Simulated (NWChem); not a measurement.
Everything below was run with NWChem. System: HAl, charge 0, spin multiplicity 1, at a geometry optimised with PBE/def2-SVP. The structure started from a generated list of species. Level: TD-PBE/def2-SVPD.

Input file:

```
start mol
memory heap 200 mb stack 900 mb global 1100 mb
geometry units angstroms nocenter noautoz
  Al     0.000000     0.000000     0.120297
  H      0.000000     0.000000    -1.563858
  symmetry group C2v
end
basis spherical
  * library def2-svpd
end
dft
  xc xpbe96 cpbe96
  semidirect memsize 60000000 filesize 0
  iterations 100
end
tddft
  rpa
  nroots 5
  notriplet
  thresh 1e-4
end
task tddft energy
```

Output (cleaned and shortened):

```
             Northwest Computational Chemistry Package (NWChem) 7.3.0
             --------------------------------------------------------

                                NWChem Input Module
                                -------------------

 Scaling coordinates for geometry "geometry" by  1.889725989
 (inverse scale =  0.529177249)

 Turning off AUTOSYM since
 SYMMETRY directive was detected!

                             Geometry "geometry" -> ""
                             -------------------------

 Output coordinates in angstroms (scale by  1.889725989 to convert to a.u.)

  No.       Tag          Charge          X              Y              Z
 ---- ---------------- ---------- -------------- -------------- --------------
    1 Al                  13.0000     0.00000000     0.00000000     0.12029700
    2 H                    1.0000     0.00000000     0.00000000    -1.56385800

 Effective nuclear repulsion energy (a.u.)       4.0847215589

            Nuclear Dipole moment (a.u.)
            ----------------------------
        X                 Y               Z
 ---------------- ---------------- ----------------
     0.0000000000     0.0000000000     0.0000056692

      Symmetry information
      --------------------

 Group name             C2v
 Group number             16
 Group order               4
 No. of unique centers     2

      Symmetry unique atoms

     1    2


 Summary of "ao basis" -> "" (spherical)
 ------------------------------------------------------------------------------
       Tag                 Description            Shells   Functions and Types
 ---------------- ------------------------------  ------  ---------------------
 *                         def2-svpd                  on all atoms

  pbe96 is a nonlocal functional; adding pw91lda local functional.

                                 NWChem DFT Module
                                 -----------------

 Summary of "ao basis" -> "ao basis" (spherical)
 ------------------------------------------------------------------------------
       Tag                 Description            Shells   Functions and Types
 ---------------- ------------------------------  ------  ---------------------
 Al                        def2-svpd                10       24   5s3p2d
 H                         def2-svpd                 4        8   2s2p

 Summary of "ao basis" -> "ao basis" (spherical)
 ------------------------------------------------------------------------------
       Tag                 Description            Shells   Functions and Types
 ---------------- ------------------------------  ------  ---------------------
 Al                        def2-svpd                10       24   5s3p2d
 H                         def2-svpd                 4        8   2s2p

      Symmetry analysis of basis
      --------------------------

        a1         16
        a2          2
        b1          7
        b2          7

            General Information
            -------------------
          SCF calculation type: DFT
          Wavefunction type:  closed shell.
          No. of atoms     :     2
          No. of electrons :    14
           Alpha electrons :     7
            Beta electrons :     7
          Charge           :     0
          Spin multiplicity:     1
          Use of symmetry is: off; symmetry adaption is: on
          Maximum number of iterations: 100
          AO basis - number of functions:    32
                     number of shells:    14
          Convergence on energy requested:  1.00D-06
          Convergence on density requested:  1.00D-05
          Convergence on gradient requested:  5.00D-04

              XC Information
              --------------
          PerdewBurkeErnzerhof Exchange Functional  1.000
            Perdew 1991 LDA Correlation Functional  1.000 local
           PerdewBurkeErnz. Correlation Functional  1.000 non-local

             Grid Information
             ----------------
          Grid used for XC integration:  medium
          Radial quadrature: Mura-Knowles
          Angular quadrature: Lebedev.
          Tag              B.-S. Rad. Rad. Pts. Rad. Cut. Ang. Pts.
          ---              ---------- --------- --------- ---------
          Al                  1.25       88           8.0       590
          H                   0.35       45           9.0       434
          Grid pruning is: on
          Number of quadrature shells:   133
          Spatial weights used:  Erf1

          Convergence Information
          -----------------------
          Convergence aids based upon iterative change in
          total energy or number of iterations.
          Levelshifting, if invoked, occurs when the
          HOMO/LUMO gap drops below (HL_TOL):  1.00D-02
          DIIS, if invoked, will attempt to extrapolate
          using up to (NFOCK): 10 stored Fock matrices.

                    Damping( 0%)  Levelshifting(0.5)       DIIS
                  --------------- ------------------- ---------------
          dE  on:    start            ASAP                start
          dE off:    2 iters        100 iters           100 iters

      Screening Tolerance Information
      -------------------------------
          Density screening/tol_rho:  1.00D-10
          AO Gaussian exp screening on grid/accAOfunc:  14
          CD Gaussian exp screening on grid/accCDfunc:  20
          XC Gaussian exp screening on grid/accXCfunc:  20
          Schwarz screening/accCoul:  1.00D-08

      Superposition of Atomic Density Guess
      -------------------------------------

 Sum of atomic energies:        -242.29094324
[...]
           9.840577929039           0.000000000000           0.000000000000
           0.000000000000           9.840577929039           0.000000000000
           0.000000000000           0.000000000000           0.000000000000

     Multipole analysis of the density
     ---------------------------------

     L   x y z        total         alpha         beta         nuclear
     -   - - -        -----         -----         ----         -------
     0   0 0 0     -0.000000     -7.000000     -7.000000     14.000000

     1   1 0 0     -0.000000     -0.000000     -0.000000      0.000000
     1   0 1 0      0.000000      0.000000      0.000000      0.000000
     1   0 0 1      0.070299      0.035147      0.035147      0.000006

     2   2 0 0     -9.282048     -4.641024     -4.641024      0.000000
     2   1 1 0     -0.000000     -0.000000     -0.000000      0.000000
     2   1 0 1     -0.000000     -0.000000     -0.000000      0.000000
     2   0 2 0     -9.282048     -4.641024     -4.641024      0.000000
     2   0 1 1      0.000000      0.000000      0.000000      0.000000
     2   0 0 2    -14.621836    -12.013616    -12.013616      9.405396

                                NWChem TDDFT Module
                                -------------------

            General Information
            -------------------
           No. of orbitals :      64
            Alpha orbitals :      32
             Beta orbitals :      32
        Alpha frozen cores :       0
         Beta frozen cores :       0
     Alpha frozen virtuals :       0
      Beta frozen virtuals :       0
         Spin multiplicity :       1
    Number of AO functions :      32
        Use of symmetry is : off
      Symmetry adaption is : on
         Schwarz screening :  0.10D-07

              XC Information
              --------------
   PerdewBurkeErnzerhof Exchange Functional   1.00
     Perdew 1991 LDA Correlation Functional   1.00 local
    PerdewBurkeErnz. Correlation Functional   1.00 non-local

             TDDFT Information
             -----------------
          Calculation type : TDDFT
         Wavefunction type : Restricted singlets
          No. of electrons :      14
           Alpha electrons :       7
            Beta electrons :       7
              No. of roots :       5
          Max subspacesize :    5000
            Max iterations :     100
               Target root :       1
           Target symmetry : none
      Symmetry restriction : off
                 Algorithm : Optimal
        Davidson threshold :  0.10D-03

            Memory Information
            ------------------
          Available GA space size is         144178176 doubles
          Available MA space size is          50657420 doubles
          Length of a trial vector is          175
          Algorithm : Incore multiple tensor contraction
          Estimated peak GA usage is           3546806 doubles
          Estimated peak MA usage is             18000 doubles

    5 smallest eigenvalue differences (eV)
--------------------------------------------------------
  No. Spin  Occ  Vir  Irrep   E(Occ)    E(Vir)   E(Diff)
--------------------------------------------------------
    1    1    7    8 b1       -0.180    -0.093     2.345
    2    1    7    9 b2       -0.180    -0.093     2.345
    3    1    7   10 a1       -0.180     0.010     5.157
    4    1    7   11 a1       -0.180     0.028     5.660
    5    1    6    8 b1       -0.323    -0.093     6.255
--------------------------------------------------------

  Entering Davidson iterations
  Restricted singlet excited states

  Iter   NTrls   NConv    DeltaV     DeltaE      Time
  ----  ------  ------  ---------  ---------  ---------
    1      5       0     0.13E+00   0.10+100        0.4
    2     10       0     0.86E-01   0.34E-01        0.4
    3     20       0     0.11E-01   0.76E-02        0.6
    4     30       1     0.46E-02   0.76E-04        0.6
    5     38       2     0.32E-01   0.45E-02        0.5
    6     44       4     0.15E-02   0.21E-02        0.5
    7     46       5     0.56E-04   0.14E-05        0.4
  ----  ------  ------  ---------  ---------  ---------
  Convergence criterion met

  Ground state a1       -242.751999205888 a.u.

  ----------------------------------------------------------------------------
  Root   1 singlet b1             0.102751757 a.u.                2.7960 eV
  ----------------------------------------------------------------------------
     Transition Moments    X  0.75100   Y -0.02162   Z -0.00000
     Transition Moments   XX  0.00000  XY  0.00000  XZ  2.34522
     Transition Moments   YY -0.00000  YZ -0.06750  ZZ -0.00000
     Dipole Oscillator Strength                    0.0386665506
     Electric Quadrupole                           0.0000000318
     Magnetic Dipole                               0.0000016127
     Total Oscillator Strength                     0.0386681951

          sigma_e =   1.9280 Angstrom
          sigma_h =   1.7517 Angstrom
         |d_h->e| =   0.2043 Angstrom
            d_exc =   2.6327 Angstrom
            d_CD1 =   0.3805 Angstrom
            d_CD2 =  -1.6355 Angstrom
            d_CD3 =   2.8370 Angstrom
     Pearson C.C. =  -0.0154

     Occ.    6  a1  ---  Virt.    8  b1   0.12349 X
     Occ.    7  a1  ---  Virt.    8  b1  -0.99440 X
     Occ.    7  a1  ---  Virt.    8  b1   0.08731 Y
     Occ.    7  a1  ---  Virt.   12  b1  -0.06870 X
  ----------------------------------------------------------------------------
  Root   2 singlet b2             0.102751757 a.u.                2.7960 eV
  ----------------------------------------------------------------------------
     Transition Moments    X -0.02162   Y -0.75100   Z  0.00000
     Transition Moments   XX  0.00000  XY -0.00000  XZ -0.06750
     Transition Moments   YY -0.00000  YZ -2.34522  ZZ  0.00000
     Dipole Oscillator Strength                    0.0386665521
     Electric Quadrupole                           0.0000000318
     Magnetic Dipole                               0.0000016127
     Total Oscillator Strength                     0.0386681966

          sigma_e =   1.9280 Angstrom
          sigma_h =   1.7517 Angstrom
         |d_h->e| =   0.2043 Angstrom
            d_exc =   2.6327 Angstrom
            d_CD1 =   0.3805 Angstrom
            d_CD2 =  -1.6355 Angstrom
            d_CD3 =   2.8370 Angstrom
     Pearson C.C. =  -0.0154

     Occ.    6  a1  ---  Virt.    9  b2  -0.12349 X
     Occ.    7  a1  ---  Virt.    9  b2   0.99440 X
     Occ.    7  a1  ---  Virt.    9  b2  -0.08731 Y
     Occ.    7  a1  ---  Virt.   13  b2  -0.06870 X
  ----------------------------------------------------------------------------
  Root   3 singlet a1             0.191671926 a.u.                5.2157 eV
  ----------------------------------------------------------------------------
     Transition Moments    X  0.00000   Y  0.00000   Z  1.06654
     Transition Moments   XX  1.89632  XY  0.00000  XZ -0.00000
     Transition Moments   YY  1.89632  YZ  0.00000  ZZ -0.22689
     Dipole Oscillator Strength                    0.1453530486
     Electric Quadrupole                           0.0000000563
     Magnetic Dipole                               0.0000000000
     Total Oscillator Strength                     0.1453531050

          sigma_e =   3.6433 Angstrom
          sigma_h =   1.7587 Angstrom
         |d_h->e| =   0.0407 Angstrom
            d_exc =   4.0429 Angstrom
            d_CD1 =   1.9253 Angstrom
            d_CD2 =  -2.6603 Angstrom
            d_CD3 =   4.0836 Angstrom
     Pearson C.C. =   0.0018

     Occ.    7  a1  ---  Virt.   10  a1  -0.97322 X
     Occ.    7  a1  ---  Virt.   11  a1  -0.22584 X
  ----------------------------------------------------------------------------
  Root   4 singlet b1             0.236455948 a.u.                6.4343 eV
  ----------------------------------------------------------------------------
     Transition Moments    X  0.22551   Y  0.05029   Z -0.00000
     Transition Moments   XX  0.00000  XY  0.00001  XZ  1.38212
     Transition Moments   YY  0.00000  YZ  0.30825  ZZ -0.00000
     Dipole Oscillator Strength                    0.0084151796
     Electric Quadrupole                           0.0000001412
     Magnetic Dipole                               0.0000001545
     Total Oscillator Strength                     0.0084154752

          sigma_e =   2.6480 Angstrom
          sigma_h =   1.6805 Angstrom
         |d_h->e| =   0.2484 Angstrom
            d_exc =   3.3457 Angstrom
            d_CD1 =   1.2160 Angstrom
            d_CD2 =  -1.9158 Angstrom
            d_CD3 =   3.5942 Angstrom
     Pearson C.C. =  -0.1456

     Occ.    6  a1  ---  Virt.    8  b1   0.53711 X
     Occ.    6  a1  ---  Virt.    9  b2   0.11979 X
     Occ.    7  a1  ---  Virt.   12  b1   0.81477 X
     Occ.    7  a1  ---  Virt.   13  b2  -0.18172 X
  ----------------------------------------------------------------------------
  Root   5 singlet b2             0.236455949 a.u.                6.4343 eV
  ----------------------------------------------------------------------------
     Transition Moments    X  0.05029   Y -0.22551   Z  0.00000
     Transition Moments   XX  0.00005  XY  0.00007  XZ  0.30825
     Transition Moments   YY -0.00005  YZ -1.38212  ZZ  0.00000
     Dipole Oscillator Strength                    0.0084151810
     Electric Quadrupole                           0.0000001412
     Magnetic Dipole                               0.0000001545
     Total Oscillator Strength                     0.0084154766

          sigma_e =   2.6480 Angstrom
          sigma_h =   1.6805 Angstrom
         |d_h->e| =   0.2484 Angstrom
            d_exc =   3.3457 Angstrom
            d_CD1 =   1.2160 Angstrom
            d_CD2 =  -1.9158 Angstrom
            d_CD3 =   3.5942 Angstrom
     Pearson C.C. =  -0.1456

     Occ.    6  a1  ---  Virt.    8  b1   0.11979 X
     Occ.    6  a1  ---  Virt.    9  b2  -0.53711 X
     Occ.    7  a1  ---  Virt.   12  b1   0.18172 X
     Occ.    7  a1  ---  Virt.   13  b2   0.81477 X

              Target root =      1
          Target symmetry = none
      Ground state energy =   -242.751999205888
        Excitation energy =      0.102751756587
     Excited state energy =   -242.649247449301

  stored tddft:energy   -242.64924744930062

 Task  times  cpu:        4.0s     wall:        4.0s

 Total times  cpu:        4.0s     wall:        4.0s
```
